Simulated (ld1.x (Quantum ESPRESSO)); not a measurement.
**boron (B), PAW: configuration errors across variants**

ld1.x (Quantum ESPRESSO) 7.5 input, shortened:

```
&input
   title='B', zed=5., rel=1, dft='PBESOL', iswitch=3,
   config='[He] 2s2 2p1'
 /
 &inputp
   pseudotype=3, lpaw=.true., tm=.true., lloc=-1, rcloc=2.80,
   nlcc=.true.,
   which_augfun='PSQ', rmatch_augfun_nc=.true.
 /
4
2S  1  0   2.00   0.00  1.50  1.85  0.0
2S  1  0   0.00   0.40  1.50  1.85  0.0
2P  2  1   1.00   0.00  3.40  4.25  0.0
2P  2  1   0.00   0.35  3.40  4.25  0.0
 &test
   configts(1)='2s2 2p1'
 /
```

All-electron excitation energies from the reference (eV): (1) 2s2 2p0 8.139; (2) 2s1 2p0 33.401; (3) 2s2 2p0.5 2.855; (4) 2s1 2p1 14.264; (5) 2s1 2p2 5.819; (6) 2s2 2p1.3 -0.724; (7) 2s0 2p3 11.657.

3 further variants failed, have other tests or another functional or relativity, and are left out.

Errors AE − PS in meV (a dash: test not solved or not reliable):

| change | (1) | (2) | (3) | (4) | (5) | (6) | (7) | bound ghosts |
| --- | --- | --- | --- | --- | --- | --- | --- | --- |
| base | +13 | +35 | +0.3 | -28 | -0.3 | +0.9 | -5.2 | none |
| waves 2s (bound): rcut 1.20, rcutus 1.28 bohr; 2s channel at 0.4 Ry: rcut 1.20, rcutus 1.28 bohr | -1.3 | -9.3 | -1.7 | -24 | -0.4 | +0.6 | -5.2 | none |
| local potential all-electron potential smoothed inside 2.10 bohr (lloc = -2) | -1.6 | -8.5 | -1.6 | -26 | -0.3 | +1.1 | -5.2 | none |
| wave 2p channel at 0.35 Ry: rcut 3.40, rcutus 4.25 bohr becomes 2p channel at 0.17 Ry: rcut 3.40, rcutus 4.25 bohr | +13 | +35 | -0.5 | -33 | -0.5 | +0.3 | -5.8 | none |

Question: Give the same row for: local potential all-electron potential smoothed inside 4.88 bohr (lloc = -1).

Answer: -1.3, -11, -0.6, -11, -1.1, 0.0, -4.8; bound ghosts: none.
